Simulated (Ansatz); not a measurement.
Geometry optimisation, RKS PBE0/def2-SVP in Ansatz 0.2.0.

input.yaml

```yaml
crystal:
  periodic: [false, false, false]
  atoms:
    - { symbol: C, position_ang: [-0.8638, 0.3986, -0.5118] }
    - { symbol: Ga, position_ang: [1.1421, 1.6629, 0.2369] }
    - { symbol: Sn, position_ang: [0.2683, -0.8898, 0.6209] }
    - { symbol: H, position_ang: [-1.64922, 0.82853, 0.07138] }
    - { symbol: H, position_ang: [-0.2759, 1.2531, -0.94598] }
    - { symbol: H, position_ang: [-0.0093, 1.2933, 1.1863] }
    - { symbol: H, position_ang: [2.0182, -0.552, 0.3318] }
    - { symbol: H, position_ang: [-0.017, -2.5257, 0.1695] }
basis:
  gaussian: { orbitals: def2-SVP }
hamiltonian:
  xc: pbe0
relax:
  f_tol: 0.015
  max_steps: 40
output:
  orbitals: {}
```

Command:

```bash
$ ansatz run input.yaml --threads 2 --pin off --max-ram 3072MiB --backend cpu --events-out ev --progress --plain --runs-dir out
```

Where does it end, and by what steps?

It converged. The force dipped under the threshold on the way, but the program's further checks kept it going. After 26 steps the energy has fallen by 5.171 eV; H6 moved furthest, 2.02 Å. Parted: Ga2–Sn3 (2.73 → 3.56 Å), Ga2–H6 (1.54 → 3.84 Å). Joined: Sn3–H6 (2.27 → 1.72 Å).

```csv
step,energy less start (eV),largest force component (eV/Å),accepted
0,0.0000,3.295,yes
1,-0.9933,1.949,yes
2,-1.5729,1.044,yes
3,-1.9790,0.700,yes
4,-2.2845,0.731,yes
5,-2.5496,0.554,yes
6,-2.7606,0.452,yes
7,-2.9695,0.528,yes
8,-3.1836,0.863,yes
9,-3.4423,1.372,yes
10,-3.7558,1.906,yes
11,-4.2592,2.033,yes
12,-4.6092,1.971,yes
13,-4.8448,1.018,yes
14,-4.9980,0.226,yes
15,-5.0832,0.191,yes
16,-5.1433,0.109,yes
17,-5.1633,0.118,yes
18,-5.1666,0.075,yes
19,-5.1678,0.012,yes
20,-5.1679,0.010,yes
21,-5.1685,0.056,yes
22,-5.1689,0.049,yes
23,-5.1695,0.006,yes
24,-5.1701,0.145,yes
25,-5.1707,0.064,yes
26,-5.1712,0.004,yes
```

```xyz
8
Properties=species:S:1:pos:R:3
C -0.561 0.920 -0.400
Ga -0.030 2.836 0.026
Sn 0.582 -0.629 0.572
H -1.617 0.767 -0.105
H -0.496 0.731 -1.489
H 0.915 -0.187 2.202
H 2.082 -0.843 -0.238
H -0.261 -2.126 0.592
```

Run time: 33 s on 2 threads of AMD EPYC 9R45 96-Core Processor (Zen 5), with other jobs on the host, peak memory 0.25 GiB.
